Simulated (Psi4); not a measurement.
F2Y (SMILES [F][Y+][F]), charge +1, singlet, geometry from GFN2-xTB (such geometries of metal compounds can be far from the true shape) (the multiplicity is a formal guess) (core potentials on Y); Psi4 1.11 with SVWN/def2-TZVPD.

Psi4 was given this input:
```
memory 2 GB

molecule mol {
1 1
Y     0.416743    0.248072    0.097045
F    -1.255934    0.467479   -1.263367
F    -0.549952   -1.542459    0.842839
}

set {
  basis def2-tzvpd
  reference rks
  s_tolerance 1e-3
  s_orthogonalization canonical
}

energy('svwn')
print_variables()
```

Predict the main parts of the log of this Psi4 run.


```
   => Loading Basis Set <=

    Name: DEF2-TZVPD
    Role: ORBITAL
    Keyword: BASIS

    !!!  WARNING: ECP capability is in beta. Please check occupations closely.  !!!

         ---------------------------------------------------------
                                   SCF
               by Justin Turney, Rob Parrish, Andy Simmonett
                          and Daniel G. A. Smith
                              RKS Reference
         ---------------------------------------------------------

  ==> Geometry <==

    Molecular point group: cs
    Full point group: Cs

    Geometry (in Angstrom), charge = 1, multiplicity = 1:

       Center              X                  Y                   Z               Mass
    ------------   -----------------  -----------------  -----------------  -----------------
         Y            0.126316703449    -0.451627467641     0.000000000000    88.905840300000
         F            1.146943807913     1.460185520430     0.000000000000    18.998403162730
         F           -1.738061522803     0.653272077521     0.000000000000    18.998403162730

  Running in cs symmetry.

  Rotational constants: A =      0.25815  B =      0.19775  C =      0.11197 [cm^-1]
  Rotational constants: A =   7739.12964  B =   5928.24800  C =   3356.86048 [MHz]
  Nuclear repulsion =   62.655173213380266

  Charge       = 1
  Multiplicity = 1
  Electrons    = 28
  Nalpha       = 14
  Nbeta        = 14

  ==> Algorithm <==

  SCF Algorithm Type is DF.
  DIIS enabled.
  MOM disabled.
  Fractional occupation disabled.
  Guess Type is SAD.
  Energy threshold   = 1.00e-06
  Density threshold  = 1.00e-06
  Integral threshold = 1.00e-12

  ==> Primary Basis <==

  Basis Set: DEF2-TZVPD
    Blend: DEF2-TZVPD
    Number of shells: 42
    Number of basis functions: 120
    Number of Cartesian functions: 138
    Spherical Harmonics?: true
    Max angular momentum: 3

  Core potential: DEF2-TZVPD
    Number of shells: 4
    Number of ECP primitives: 14
    Number of ECP core electrons: 28
    Max angular momentum: 3

  ==> DFT Potential <==

   => LibXC <=

    Version 7.1.2
    S. Lehtola, C. Steigemann, M. J. T. Oliveira, and M. A. L. Marques,  SoftwareX 7, 1–5 (2018) (10.1016/j.softx.2017.11.002)

   => Composite Functional: SVWN <=

    Slater exchange
    Vosko, Wilk & Nusair (VWN5_RPA)
    P. A. M. Dirac,  Math. Proc. Cambridge Philos. Soc. 26, 376 (1930) (10.1017/S0305004100016108)
    F. Bloch,  Z. Phys. 57, 545 (1929) (10.1007/BF01340281)
    S. H. Vosko, L. Wilk, and M. Nusair,  Can. J. Phys. 58, 1200 (1980) (10.1139/p80-159)

    Deriv               =              1
    GGA                 =          FALSE
    Meta                =          FALSE

    Exchange Hybrid     =          FALSE
    MP2 Hybrid          =          FALSE

   => Exchange Functionals <=

    1.0000         XC_LDA_X

   => Correlation Functionals <=

    1.0000   XC_LDA_C_VWN_RPA

   => LibXC Density Thresholds  <==

    XC_LDA_C_VWN_RPA:  1.00E-15
    XC_LDA_X:  1.00E-15

   => Molecular Quadrature <=

    Radial Scheme          =       TREUTLER
    Pruning Scheme         =           NONE
    Nuclear Scheme         =       TREUTLER

    Blocking Scheme        =         OCTREE
    BS radius alpha        =              1
    Pruning alpha          =              1
    Radial Points          =             75
    Spherical Points       =            302
    Total Points           =          65783
    Total Blocks           =            560
    Max Points             =            255
    Max Functions          =            117
    Weights Tolerance      =       1.00E-15

   => Loading Basis Set <=

    Name: (DEF2-TZVPD AUX)
    Role: JKFIT
    Keyword: DF_BASIS_SCF

  ==> Integral Setup <==

  SCF_SUBTYPE=INCORE selected. In-core MEM_DF algorithm will be used.
  Using in-core AOs.

  ==> MemDFJK: Density-Fitted J/K Matrices <==

    J tasked:                   Yes
    K tasked:                    No
    wK tasked:                   No
    Algorithm:                 Core
    Schwarz Cutoff:           1E-12
    Mask sparsity (%):       3.2361
    Fitting Condition:        1E-10

   => Auxiliary Basis Set <=

  Basis Set: (DEF2-TZVPD AUX)
    Blend: DEF2-UNIVERSAL-JKFIT
    Number of shells: 99
    Number of basis functions: 409
    Number of Cartesian functions: 570
    Spherical Harmonics?: true
    Max angular momentum: 6

    Using canonical orthogonalization.
  Minimum eigenvalue in the overlap matrix is 1.7437795394E-03.
  Reciprocal condition number of the overlap matrix is 3.1763807691E-04.

  ==> Pre-Iterations <==

  SCF Guess: Superposition of Atomic Densities via on-the-fly atomic UHF (no occupation information).

   -------------------------
    Irrep   Nso     Nmo
   -------------------------
     A'        81      81
     A"        39      39
   -------------------------
    Total     120     120
   -------------------------

  ==> Iterations <==

                           Total Energy        Delta E     RMS |[F,P]|

   @DF-RKS iter SAD:  -236.74135705387161   -2.36741e+02   0.00000e+00
   @DF-RKS iter   1:  -236.85523307461099   -1.13876e-01   9.21211e-03 DIIS/ADIIS
   @DF-RKS iter   2:  -213.11475643365682    2.37405e+01   6.14461e-02 DIIS/ADIIS
   @DF-RKS iter   3:  -236.42255644368620   -2.33078e+01   1.64847e-02 DIIS/ADIIS
   @DF-RKS iter   4:  -236.96077944606355   -5.38223e-01   7.31645e-03 DIIS/ADIIS
   @DF-RKS iter   5:  -237.10885426141687   -1.48075e-01   2.35010e-03 DIIS/ADIIS
   @DF-RKS iter   6:  -237.12222725727040   -1.33730e-02   1.91445e-04 DIIS/ADIIS
   @DF-RKS iter   7:  -237.12216975414140    5.75031e-05   2.49873e-04 DIIS/ADIIS
   @DF-RKS iter   8:  -237.12232540389027   -1.55650e-04   7.75144e-05 DIIS
   @DF-RKS iter   9:  -237.12234473738567   -1.93335e-05   2.93223e-06 DIIS
   @DF-RKS iter  10:  -237.12234476798827   -3.06026e-08   3.75599e-07 DIIS
  Energy and wave function converged.

  ==> Post-Iterations <==

   Electrons on quadrature grid:
      Ntotal   =   27.9997187810 ; deviation = -2.812e-04

    Orbital Energies [Eh]
    ---------------------

    Doubly Occupied:

       1Ap   -24.257997     2Ap   -24.257992     3Ap    -2.091782
       1App   -1.340299     4Ap    -1.337316     5Ap    -1.335667
       6Ap    -1.184350     7Ap    -1.183874     8Ap    -0.556401
       9Ap    -0.550971    10Ap    -0.538305     2App   -0.532126
       3App   -0.528364    11Ap    -0.512353

    Virtual:

      12Ap    -0.372005     4App   -0.355937     5App   -0.351798
      13Ap    -0.340549    14Ap    -0.319270    15Ap    -0.307240
       6App   -0.213199    16Ap    -0.166299    17Ap    -0.150723
      18Ap    -0.099112     7App   -0.052013     8App   -0.049202
      19Ap    -0.048134    20Ap    -0.047272     9App   -0.043702
      21Ap    -0.039824    22Ap    -0.034183    23Ap    -0.017442
      24Ap     0.020421    10App    0.027273    25Ap     0.027870
      11App    0.035368    26Ap     0.041483    27Ap     0.047850
      28Ap     0.142536    29Ap     0.173621    12App    0.176505
      30Ap     0.245706    31Ap     0.254392    13App    0.296713
      14App    0.298448    32Ap     0.361680    15App    0.377054
      33Ap     0.389169    34Ap     0.396557    35Ap     0.418800
      36Ap     0.419928    16App    0.444401    37Ap     0.466649
      17App    0.467262    18App    0.475045    38Ap     0.485899
      19App    0.497295    39Ap     0.502416    40Ap     0.502913
      20App    0.503237    41Ap     0.555791    42Ap     0.557297
      21App    0.589622    43Ap     0.592779    44Ap     0.756353
      22App    0.762510    45Ap     0.772671    46Ap     0.773301
      23App    0.798339    47Ap     0.844188    48Ap     0.884698
      49Ap     0.907486    50Ap     1.356847    51Ap     1.379032
      24App    1.971920    52Ap     2.002465    53Ap     2.010568
      25App    2.016437    26App    2.025284    27App    2.044623
      54Ap     2.077634    55Ap     2.101845    56Ap     2.209582
      57Ap     2.309123    58Ap     2.988664    28App    3.015891
      29App    3.022148    59Ap     3.105139    60Ap     3.217772
      61Ap     3.346385    62Ap     3.755447    63Ap     3.816033
      64Ap     6.571325    65Ap     6.571375    30App    6.571651
      31App    6.575861    66Ap     6.576877    67Ap     6.577288
      32App    6.581000    33App    6.581044    68Ap     6.584487
      34App    6.593516    35App    6.596558    69Ap     6.618745
      70Ap     6.634592    71Ap     6.653971    36App    8.103761
      72Ap     8.122575    73Ap     8.124353    37App    8.130934
      38App    8.137843    39App    8.149373    74Ap     8.172306
      75Ap     8.185967    76Ap     8.239107    77Ap     8.290461
      78Ap    17.740117    79Ap    56.491715    80Ap    56.549095
      81Ap    65.363103

    Final Occupation by Irrep:
             Ap   App
    DOCC [    11,    3 ]
    NA   [    11,    3 ]
    NB   [    11,    3 ]

  @DF-RKS Final Energy:  -237.12234476798827

   => Energetics <=

    Nuclear Repulsion Energy =             62.6551732133802659
    One-Electron Energy =                -462.0381205308012795
    Two-Electron Energy =                 187.0665639457113798
    DFT Exchange-Correlation Energy =     -24.8059613962786649
    Empirical Dispersion Energy =           0.0000000000000000
    VV10 Nonlocal Energy =                  0.0000000000000000
    Total Energy =                       -237.1223447679882668

Computation Completed

Properties will be evaluated at   0.000000,   0.000000,   0.000000 [a0]

Properties computed using the SCF density matrix

 Multipole Moments:

 ------------------------------------------------------------------------------------
     Multipole            Electronic (a.u.)      Nuclear  (a.u.)        Total (a.u.)
 ------------------------------------------------------------------------------------

 L = 1.  Multiply by 2.5417464519 to convert [e a0] to [Debye]
 Dipole X            :          8.4171520           -7.4277116            0.9894404
 Dipole Y            :        -30.0943321           26.5567299           -3.5376022
 Dipole Z            :          0.0000000            0.0000000            0.0000000
 Magnitude           :                                                    3.6733665

 ------------------------------------------------------------------------------------

  Variable Map:
  ----------------------------------------------------------------------------
  "CURRENT ENERGY"              =>    -237.122344767988
  "CURRENT REFERENCE ENERGY"    =>    -237.122344767988
  "DD SOLVATION ENERGY"         =>       0.000000000000
  "DFT FUNCTIONAL TOTAL ENERGY" =>    -237.122344767988
  "DFT TOTAL ENERGY"            =>    -237.122344767988
  "DFT VV10 ENERGY"             =>       0.000000000000
  "DFT XC ENERGY"               =>     -24.805961396279
  "GRID ELECTRONS ALPHA"        =>      13.999859390502
  "GRID ELECTRONS BETA"         =>      13.999859390502
  "GRID ELECTRONS TOTAL"        =>      27.999718781004
  "NUCLEAR REPULSION ENERGY"    =>      62.655173213380
  "ONE-ELECTRON ENERGY"         =>    -462.038120530801
  "PCM POLARIZATION ENERGY"     =>       0.000000000000
  "PE ENERGY"                   =>       0.000000000000
  "SCF ITERATION ENERGY"        =>    -237.122344767988
  "SCF ITERATIONS"              =>      10.000000000000
  "SCF TOTAL ENERGY"            =>    -237.122344767988
  "TWO-ELECTRON ENERGY"         =>     187.066563945711
  "XC GRID RADIAL POINTS"       =>      75.000000000000
  "XC GRID SPHERICAL POINTS"    =>     302.000000000000
  "XC GRID TOTAL POINTS"        =>   65783.000000000000

  Array Variable Map:
  ----------------------------------------------------------------------------
  "CURRENT DIPOLE"              =>       0.989440392185 ... 0.000000000000 1 by 3
  "SCF DIPOLE"                  =>       0.989440392185 ... 0.000000000000 1 by 3
  "SCF TOTAL ENERGIES"          =>    -236.741357053872 ... -237.122344767988 1 by 11
```
